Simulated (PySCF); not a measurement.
C₅H₉O (SMILES [CH2]CCC(C)=O), doublet, geometry from GFN2-xTB; R2SCAN/3-21G run with PySCF.

Input for PySCF:
```python
from pyscf import gto, scf, dft

mol = gto.Mole()
mol.atom = '''
    C     2.645437   -0.549776   -0.157172
    C     1.321878   -0.053058   -0.538408
    C     0.307764   -0.219628    0.642766
    C    -1.030590    0.329333    0.212643
    C    -1.973039   -0.692546   -0.370200
    O    -1.303794    1.500484    0.300663
    H     3.306316    0.063277    0.424503
    H     2.896744   -1.585310   -0.283574
    H     0.933323   -0.603737   -1.398053
    H     1.356360    1.011461   -0.780733
    H     0.236581   -1.273767    0.907886
    H     0.680663    0.351495    1.493167
    H    -2.830305   -0.202163   -0.823323
    H    -1.458979   -1.302059   -1.109513
    H    -2.319054   -1.349022    0.426561
'''
mol.basis = '3-21g'
mol.charge = 0
mol.spin = 1
mol.verbose = 3
mol.build()

mf = dft.UKS(mol)
mf.xc = 'r2scan'
mf.kernel()
mf.analyze()
```

Output, abridged:

```
converged SCF energy = -269.460119116878  <S^2> = 0.75553934  2S+1 = 2.0055317
**** MO energy ****
                             alpha | beta                alpha | beta
MO #1   energy= -18.8582439619964  | -18.8577529736602  occ= 1 | 1
MO #2   energy= -10.0747911858233  | -10.0745750685741  occ= 1 | 1
MO #3   energy= -10.0008560404947  | -10.0020046192167  occ= 1 | 1
MO #4   energy= -9.99593064099612  | -9.99210713816565  occ= 1 | 1
MO #5   energy= -9.99398870538885  | -9.98648297498088  occ= 1 | 1
MO #6   energy= -9.98656964778271  | -9.98031146431619  occ= 1 | 1
MO #7   energy= -1.02470596205812  | -1.02385157053872  occ= 1 | 1
MO #8   energy= -0.781755499049992 | -0.774015407251395 occ= 1 | 1
MO #9   energy= -0.723285198136153 | -0.717191513338586 occ= 1 | 1
MO #10  energy= -0.666101702664711 | -0.64991060944869  occ= 1 | 1
MO #11  energy= -0.569477010351708 | -0.549241573294958 occ= 1 | 1
MO #12  energy= -0.498564967830173 | -0.496481777456642 occ= 1 | 1
MO #13  energy= -0.45857827466305  | -0.454935706231289 occ= 1 | 1
MO #14  energy= -0.435515209757372 | -0.433730102196804 occ= 1 | 1
MO #15  energy= -0.422061717314732 | -0.419416614519709 occ= 1 | 1
MO #16  energy= -0.404852571320947 | -0.401182889029277 occ= 1 | 1
MO #17  energy= -0.375475848112762 | -0.370758027522297 occ= 1 | 1
MO #18  energy= -0.364041288040997 | -0.35781844384777  occ= 1 | 1
MO #19  energy= -0.356397643910542 | -0.352550952291478 occ= 1 | 1
MO #20  energy= -0.341202874464472 | -0.337810244748472 occ= 1 | 1
MO #21  energy= -0.322313741521885 | -0.318684438208456 occ= 1 | 1
MO #22  energy= -0.309510617304223 | -0.306997650946499 occ= 1 | 1
MO #23  energy= -0.206750621367831 | -0.199143627038657 occ= 1 | 1
MO #24  energy= -0.176489376283885 | -0.0623180523887301 occ= 1 | 0
MO #25  energy= -0.0312398459754815 | -0.0242397696522336 occ= 0 | 0
MO #26  energy= 0.100909522030982  | 0.102756199276505  occ= 0 | 0
MO #27  energy= 0.133350659315657  | 0.138009161192424  occ= 0 | 0
MO #28  energy= 0.147477698184341  | 0.149389591287561  occ= 0 | 0
MO #29  energy= 0.155305597792444  | 0.1620047300285    occ= 0 | 0
MO #30  energy= 0.161993168534888  | 0.166818348126501  occ= 0 | 0
MO #31  energy= 0.170966917233004  | 0.173753865834485  occ= 0 | 0
MO #32  energy= 0.185709786974275  | 0.187216160473063  occ= 0 | 0

To work with the spin densities directly, `use mulliken_meta_spin()` only printing them here.

 ** Mulliken spin pop alpha/beta on meta-lowdin orthogonal AOs **
 ** Mulliken Spin Density (per atom)  **
spin density of  0 C =      1.01318
spin density of  1 C =     -0.06155
spin density of  2 C =      0.06917
spin density of  3 C =      0.00685
spin density of  4 C =      0.00270
spin density of  5 O =      0.01744
spin density of  6 H =     -0.03557
spin density of  7 H =     -0.03565
spin density of  8 H =      0.01265
spin density of  9 H =      0.01698
spin density of  10 H =     -0.00328
spin density of  11 H =     -0.00339
spin density of  12 H =      0.00067
spin density of  13 H =      0.00019
spin density of  14 H =     -0.00038
 ** Mulliken pop alpha/beta on meta-lowdin orthogonal AOs **
 ** Mulliken atomic charges   ( Nelec_alpha | Nelec_beta ) **
charge of  0C =     -0.22529  (     3.61923      2.60606 )
charge of  1C =     -0.17448  (     3.05646      3.11802 )
charge of  2C =     -0.21965  (     3.14441      3.07524 )
charge of  3C =      0.31152  (     2.84766      2.84082 )
charge of  4C =     -0.34889  (     3.17580      3.17309 )
charge of  5O =     -0.34346  (     4.18045      4.16301 )
charge of  6H =      0.10587  (     0.42928      0.46485 )
charge of  7H =      0.10417  (     0.43009      0.46574 )
charge of  8H =      0.10012  (     0.45627      0.44362 )
charge of  9H =      0.11181  (     0.45259      0.43561 )
charge of  10H =      0.10103  (     0.44785      0.45112 )
charge of  11H =      0.11486  (     0.44087      0.44426 )
charge of  12H =      0.12074  (     0.43997      0.43930 )
charge of  13H =      0.11664  (     0.44177      0.44158 )
charge of  14H =      0.12501  (     0.43730      0.43768 )
Dipole moment(X, Y, Z, Debye):  0.62946, -2.47196, -0.13558
```
